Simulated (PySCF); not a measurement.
# Electron correlation in Ir (iridium, neutral)

[Xe] 4f14 5d7 6s2, high-spin 4F determinant. Computed with PySCF 2.14 in x2c-TZVPPall with one added diffuse shell each of s, p, d, f type (12s8p8d4f1g, 113 functions), with the spin-free X2C one-electron Hamiltonian (Gaussian nucleus). Frozen: [Kr] 4d10 4f14; 17 electrons correlated.

| level | correlation energy (mhartree) |
| --- | --- |
| CCSD | -461.20 |
| (T) | -16.80 |
| CCSD(T) | -478.00 |

Diagnostics: T1 = 0.017, D1 = 0.0798, largest double amplitude 0.043.

Question: Is a single reference adequate?

Answer: Yes, within this model without spin-orbit coupling: T1 lies below 0.03 and no double amplitude reaches 0.07.

This basis was not built for core-valence correlation, so the inner-shell part is incomplete.
